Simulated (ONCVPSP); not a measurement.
## Se (Z = 34), ONCV: configuration errors across variants

```
Element                 : selenium (Se)
Generator               : ONCVPSP 4.0.1
Type                    : optimised norm-conserving Vanderbilt (ONCV)
Functional              : PBE
Relativity              : scalar-relativistic
Frozen core             : [Ar] 3d10
Valence charge          : 6
Reference configuration : 4s1.5 4p4.5
Partial waves           : 4s: rc 1.35 bohr, ncon 4, nbas 7, qcut 5.7 1/bohr, 2 projectors, debl 0.7 Ha; 4p: rc 1.55 bohr, ncon 5, nbas 9, qcut 5.2 1/bohr, 2 projectors, debl 1.3 Ha
Local potential         : polynomial inside 0.85 bohr (lpopt 5, dvloc0 0 Ha)
Core correction         : Teter function, fcfact 4.5, rcfact 1.8
```

All-electron excitation energies from the reference (eV): (1) 4s2 4p4 -5.415; (2) 4s2 4p3 5.431; (3) 4s2 4p2 25.779; (4) 4s1 4p4 16.968.

A true bound ghost makes a file unfit for plane-wave use even where its test errors are small: the radial tests pick states by their node count and pass the ghost by.

Errors AE − PS in meV (a dash: test not solved or not reliable):

| change | (1) | (2) | (3) | (4) | bound ghosts | GHOST(+) flags above zero |
| --- | --- | --- | --- | --- | --- | --- |
| base | -2.2 | -41 | -216 | -37 | s | s, p |
| core correction Teter function, fcfact 1.4, rcfact 1.8 | -0.5 | -16 | -90 | -16 | s | s, p |
| core correction Teter function, fcfact 2.1, rcfact 1.8 | -1.0 | -21 | -121 | -22 | s | s, p |
| core correction Teter function, fcfact 3, rcfact 1.8 | -1.6 | -29 | -159 | -28 | s | s, p |
| core correction Teter function, fcfact 4.4, rcfact 1.8 | -2.2 | -40 | -213 | -36 | s | s, p |
| core correction Teter function, fcfact 5.1, rcfact 1.8 | -2.4 | -45 | -237 | -41 | s | s, p |
| core correction Teter function, fcfact 6.2, rcfact 1.8 | -2.7 | -53 | -272 | -47 | s | s, p |
| core correction Teter function, fcfact 6.6, rcfact 1.8 | -2.8 | -56 | -286 | -48 | s | s, p |
| core correction Teter function, fcfact 7.6, rcfact 1.8 | -3.0 | -63 | -313 | -53 | s | s, p |

Problem. Give the same row for: core correction Teter function, fcfact 3.7, rcfact 1.8.

Solution. -1.9, -35, -186, -32; bound ghosts: s; GHOST(+) flags above zero: s, p.
